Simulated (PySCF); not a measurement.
Choosing a molecule for a target property.

All species are isolated and taken at one optimised geometry, non-relativistic unless stated; the electronic structure was computed with PySCF and density fitting.

Dipoles, sizes and rotational constants follow the conformer. The torsions of the flexible species, by atom-mapped SMILES:
- `[CH2:1]=[N:2][CH2:3][C:4]([F:5])([F:6])[F:7]`: C1–N2–C3–C4 1°, N2–C3–C4–F5 180°
- `[SiH3:1][O:2][GeH2:3][Br:4]`: Si1–O2–Ge3–Br4 -35°
- `[H]/[N:7]=[CH:6]\[SiH2:5][O:4][C:2]([CH3:1])=[O:3]`: C1–C2–O4–Si5 180°, C2–O4–Si5–C6 180°, O4–Si5–C6–N7 180°

The conformers of `[SiH3]O[SiH]1NCCN1` aren't listed.

Task: Wanted: static isotropic polarisability above 100 au (CAM-B3LYP/def2-SVPD) and HOMO energy above -9.5 eV (CAM-B3LYP/def2-SVPD), at PBE0-D3(BJ)/def2-SVP geometries. Which candidate meets both?
A. `[H]/N=C\[SiH2]OC(C)=O`
B. `C1N[SiH](NC1)O[SiH3]`
C. `C=NCC(F)(F)F`
D. `[SiH3][O][GeH2][Br]`
E. `Cc1pc(pcc1)F`

Result: E. Computed values:
```
              species  static isotropic polarisability  HOMO energy
         C=NCC(F)(F)F                          47.1 au     -9.23 eV
[H]/N=C\[SiH2]OC(C)=O                          75.7 au     -8.91 eV
  [SiH3][O][GeH2][Br]                          80.8 au     -9.74 eV
 C1N[SiH](NC1)O[SiH3]                          89.5 au     -8.06 eV
         Cc1pc(pcc1)F                         109.2 au     -8.35 eV
```

Task: Wanted: dipole moment above 3 D (CAM-B3LYP/def2-SVPD) and electronic spatial extent ⟨r²⟩ about the centre of nuclear charge above 1000 bohr² (CAM-B3LYP/def2-SVPD), at PBE0-D3(BJ)/def2-SVP geometries. Which candidate meets both?
A. `[SiH3][O][GeH2][Br]`
B. `C=NCC(F)(F)F`
C. `[H]/N=C\[SiH2]OC(C)=O`
D. `c1cc(pc(F)p1)C`

Result: D. Computed values:
```
              species  dipole moment  electronic spatial extent ⟨r²⟩ about the centre of nuclear charge
         C=NCC(F)(F)F         0.80 D                                                          669 bohr²
  [SiH3][O][GeH2][Br]         1.34 D                                                         1192 bohr²
[H]/N=C\[SiH2]OC(C)=O         2.03 D                                                         1254 bohr²
       c1cc(pc(F)p1)C         3.35 D                                                         1292 bohr²
```

Task: Wanted: HOMO–LUMO gap between 9 eV and 9.6 eV (CAM-B3LYP/def2-SVPD) and vertical ionisation energy below 10.3 eV (ΔSCF CAM-B3LYP/def2-SVPD), at PBE0-D3(BJ)/def2-SVP geometries. Which candidate meets both?
A. `[SiH3]O[SiH]1NCCN1`
B. `CC1=PC(F)=PC=C1`
C. `C(=O)(O[SiH2]/C=N\[H])C`
D. `[SiH3][O][GeH2][Br]`

Result: A. Computed values:
```
                species  HOMO–LUMO gap  vertical ionisation energy
        CC1=PC(F)=PC=C1        7.21 eV                     9.00 eV
C(=O)(O[SiH2]/C=N\[H])C        8.77 eV                     9.88 eV
     [SiH3]O[SiH]1NCCN1        9.19 eV                     8.78 eV
    [SiH3][O][GeH2][Br]        9.94 eV                    10.70 eV
```
